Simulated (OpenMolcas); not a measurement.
**Cu⁵⁺: effect of the basis set**

```json
{
  "Program": "OpenMolcas",
  "Method": "XMS-CASPT2, IPEA 0.25 Eh, imaginary shift 0.1 Eh (closed shells correlated: 3s 3p)",
  "Active space": "6 electrons in 5 orbitals (3d)",
  "State averaging": "2S+1 = 5 even, 5 roots; 2S+1 = 3 even, 45 roots; 2S+1 = 1 even, 50 roots",
  "Spin-orbit coupling": "RASSI with atomic mean-field integrals over the reference wave functions, term energies averaged over their components"
}
```

A. ANO-RCC-VDZP [5s4p2d1f], DKH2, point nucleus; CASPT2 step about 10 core-seconds
B. ANO-RCC-VTZP [6s5p3d2f1g], DKH2, point nucleus; CASPT2 step roughly 18 core-seconds
C. ANO-R2 [6s4p4d2f1g], X2C, finite nucleus; CASPT2 step of the order of 25 core-seconds

Energies in cm⁻¹ above 3d⁶ ⁵D₄, the measured ground level; measured values from Sugar and Musgrove, J. Phys. Chem. Ref. Data 19, 527 (1990).

```
         Level      A      B      C  Measured
       3d⁶ ⁵D₄    0.0    0.0    0.0       0.0
       3d⁶ ⁵D₃   1222   1146   1132      1196
       3d⁶ ⁵D₂   2040   1915   1892      1987
       3d⁶ ⁵D₁   2550   2400   2380      2490
       3d⁶ ⁵D₀   2800   2640   2610      2733
    3d⁶ ³P₂(1)  30830  30290  30460     29285
       3d⁶ ³H₆  33150  31850  31920     30418
       3d⁶ ³H₅  33670  32330  32400     31009
3d⁶ ³H₄ [74 %]  33810  32540  32620     31288
    3d⁶ ³P₁(1)  34390  33620  33750     32685
    3d⁶ ³F₄(1)  35120  33990  34140     32756
    3d⁶ ³F₃(1)  35610  34480  34650     33296
    3d⁶ ³P₀(1)  35680  34840  34960     33868
    3d⁶ ³F₂(1)  36060  34910  35080     33740
       3d⁶ ³G₅  40510  38830  38830     37378
       3d⁶ ³G₄  41590  39860  39860     38469
       3d⁶ ³G₃  41990  40230  40230     38907
       3d⁶ ¹I₆  50120  48160  48200     46406
       3d⁶ ³D₂  50440  48180  48150     46714
       3d⁶ ³D₁  50550  48250  48220     46848
    3d⁶ ¹G₄(1)  50820  49190  49210     47612
       3d⁶ ³D₃  50910  48580  48550     47119
    3d⁶ ¹S₀(1)  56970  55260  55370     53787
    3d⁶ ¹D₂(1)  58130  56230  56180     54747
```

Deviations, from unrounded energies. A percentage is the sum of absolute deviations over the sum of measured energies, with the sign that they share, or ± where signs differ.

| Against measurement | Levels | A | B | C |
| --- | --- | --- | --- | --- |
| mean absolute deviation (cm-1) | 23 | 2400 | 1100 | 1200 |
| fine structure of the ground term (%) | 4 | +2.5 | -3.5 | -4.7 |
| other terms of the ground configuration (%) | 19 | +7.2 | +3.4 | +3.5 |

B, C lie about equally close to measurement and A furthest from it. The largest miss of B in the table is 3d⁶ ¹I₆, by +1800 cm-1. The ranking rests on the paired levels alone, and a cruder setting can come out closer through cancelling errors.

The two smallest mean deviations differ by little beside CASPT2's spread within terms, so their order carries little weight.

Among A to C the level of the table that moves most is 3d⁶ ³D₃, by 2400 cm-1 (lowest in C, highest in A). Moves below CASPT2's spread within the term are not significant.

CASPT2 breaks the degeneracy within a term, and the mean is taken; among the terms shown or strongly mixed into the levels shown the widest spread is 1300 cm-1 (3d⁶ ¹I, C). The CASPT2 spread within a term exceeds the gap to the next term for 3d⁶ ¹I and 3d⁶ ¹G(1), 3d⁶ ¹G(1) and 3d⁶ ³D, so the order of their levels is uncertain (figures for A; the like holds for B, C). The basis is small and was not contracted for so high a charge (holds for A). Measured partners are found by configuration, term and J. A level has none where our copy of the source lacks it or the pairing is in doubt (some pairs that miss far off the trend of their configuration count as doubtful), and it then counts in no deviation. Only configurations of the active space appear. Levels that lie high or do not pair safely by name in every column are left out.

A share in square brackets marks a mixed level and gives the weight of the term that names it, the lowest over the columns. A number in round brackets counts repeated terms of one configuration in the order of the reference energies.
